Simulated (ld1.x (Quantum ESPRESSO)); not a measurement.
# What one change does to a pseudopotential (Tl (Z = 81), TM)

ld1.x (Quantum ESPRESSO) 7.5 input, shortened:

```
&input
   title='Tl', zed=81., rel=1, dft='PZ', iswitch=3,
   config='[Xe] 4f14 5d10 6s0 6p0'
 /
 &inputp
   pseudotype=2, tm=.true., lloc=-2, rcloc=2.00,
   nlcc=.true.
 /
3
5S  1  0   2.00   0.00  1.30  1.30  0.0
5P  2  1   6.00   0.00  1.60  1.60  0.0
5D  3  2  10.00   0.00  2.00  2.00  0.0
 &test
   configts(1)='5s2 5p6 5d10 6s0 6p0'
 /
```

Change: all radii but the core radius scaled by about 1.30 (s 1.68, p 2.08, d 2.60 bohr); local potential all-electron potential smoothed inside 2.60 bohr (lloc = -2).

Cutoffs: the cutoffs (Ry, on a coarse ladder) from which the occupation-weighted sum of valence levels, in a spherical-Bessel basis at the reference potential, stays within 10 and 1 mRy of its value at 400 Ry; they do not see the model core or the augmentation charge, which bear on the density cutoff. Errors are all-electron minus pseudo energies relative to the spin-unpolarised reference configuration.

Task: What does the change do?

Result: The potential gets softer (100 Ry and 160 Ry → 45 Ry and 80 Ry); of the 9 tests that both files solve, the error grows in 8 and shrinks in 1 by more than 15 % and 0.3 meV (median size 3946.4 → 9157.9 meV); neither file shows a bound ghost at the reference potential, the only one tested. A larger radius leaves more room for a smooth pseudo-wave, so fewer plane waves are needed.

```csv
quantity,base,changed
"cutoff, loose",100 Ry,45 Ry
"cutoff, tight",160 Ry,80 Ry
loose cutoff by channel (10 mRy a level),"s 90 Ry, p 30 Ry, d 40 Ry","s 35 Ry, p 30 Ry, d 35 Ry"
bound ghosts,none,none
"error for 5s2 5p6 5d10 6s2 6p1, meV [ΔE -57.21 eV]",-3980,-9298
"error for 5s2 5p6 5d10 6s2 6p0, meV [ΔE -51.80 eV]",-3946,-9158
"error for 5s2 5p6 5d10 6s1 6p0, meV [ΔE -30.60 eV]",-2269,-5302
"error for 5s2 5p6 5d9 6s0 6p0, meV [ΔE 52.06 eV]",-45,-38
"error for 5s1 5p6 5d10 6s2 6p1, meV [ΔE 81.66 eV]",-5739,-13985
"error for 5s2 5p6 5d10 6s1 6p1, meV [ΔE -43.42 eV]",-2647,-6315
"error for 5s2 5p6 5d9 6s2 6p2, meV [ΔE -42.58 eV]",-5316,-12624
"error for 5s2 5p6 5d10 6s2 6p1 (spin-polarised), meV [ΔE -57.32 eV]",-3983,-9305
"error for 5s2 5p6 5d10 6s1 6p0 (spin-polarised), meV [ΔE -30.79 eV]",-2259,-5282
```

Changed file: These tests converged, but a pseudo level misses the all-electron one widely, so the file describes the atom poorly there or has found another state: 5s2 5p6 5d10 6s2 6p1: 5d by 3.0 eV (a node warning on the way); 5s2 5p6 5d10 6s2 6p0: 6s by 3.2 eV; 5s2 5p6 5d10 6s1 6p0: 6s by 4.6 eV; 5s2 5p6 5d9 6s0 6p0: empty 6s by 7.3 eV; 5s1 5p6 5d10 6s2 6p1: 6s by 3.5 eV; 5s2 5p6 5d10 6s1 6p1: 6s by 3.6 eV; 5s2 5p6 5d9 6s2 6p2: 5d by 3.8 eV.
